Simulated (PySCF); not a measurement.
**Excitation energy of S(2+) by level of theory**

S(2+) [Ne] 3s2 3p2 (3P) → S(2+) [Ne] 3s1 3p2 3d1 (high-spin determinant), as a difference of total energies. All numbers are calculated (PySCF 2.14, scalar relativity by spin-free X2C-1e, in aug-cc-pCVTZ-DK with one added diffuse shell each of s, p, d, f type (9s8p6d4f, 91 functions)). Correlated levels: nothing frozen. The calculations carry no spin-orbit coupling.

| method | excitation energy (cm⁻¹) |
| --- | --- |
| UHF | 180450 |
| MP2 (all electrons) | 191160 |
| SCS-MP2 (all electrons) | 195620 |
| CCSD (all electrons) | 187810 |
| CCSD(T) (all electrons) | 186120 |

A first-order spin-orbit estimate (lowest level to lowest level, LS coupling) adds 0.016 eV.

The promoted electron is Rydberg-like, and one or two diffuse shells describe it only roughly, which tends to raise the upper state.

The coupled-cluster amplitudes are large for the upper state (T1 above 0.03 or a double amplitude above 0.15), so a single reference is strained.

The determinant of the upper state mixes LS terms, which raises its energy above the lowest term, most at the Hartree-Fock and MP2 levels.
